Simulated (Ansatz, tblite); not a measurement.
Removing and adding an electron: SnBi₂. The state is a singlet with charge 0. Geometry: PBE0-D4/def2-SVP. Ansatz, gas phase; energy differences of separate SCF runs; the oxidised species was run as a doublet alone; the reduced species was run as a doublet alone.

```xyz
3

Bi    1.3701   -0.7214   -0.5593
Bi   -0.0538    0.4890    1.5711
Sn   -1.3163    0.2324   -1.0118
```

In the def2 sets Bi, Sn take a core potential; there is no spin–orbit coupling. The xTB rows come from tblite. The structure comes from a short search, and lower isomers may exist.

```
               level  −HOMO (eV)  vertical IE (eV)  −LUMO (eV)  vertical EA (eV)  HOMO–LUMO gap (eV)  IE − EA (eV)                                                                   remarks
            GFN1-xTB        8.00             10.81        6.31              3.63                1.70          7.18                                                                         –
            GFN2-xTB        7.82             10.99        7.08              3.69                0.74          7.30                                                                         –
    PBE-D4/def2-TZVP        4.83              7.23        3.63                 –                1.19             –                                                                         –
   PBE-D4/def2-TZVPD        4.84                 –        3.65              1.49                1.19             –                                              HOMO above zero (-1 doublet)
 r2SCAN-D4/def2-TZVP        5.04              7.28        3.64                 –                1.40             –                                                                         –
r2SCAN-D4/def2-TZVPD        5.05                 –        3.65              1.68                1.40             –  HOMO above zero (-1 doublet), spin-contaminated (⟨S²⟩ 0.83) (-1 doublet)
   PBE0-D4/def2-TZVP        5.63              7.32        3.04                 –                2.59             –                                                                         –
  PBE0-D4/def2-TZVPD        5.64                 –        3.05              1.60                2.59             –                                                                         –
```

   A HOMO above zero means that the electron is unbound at that level or that self-interaction error raises the level; the energy of removing that electron tells which. Raw xTB energy differences between charge states are shifted by several eV; the methods need an empirical correction for them.
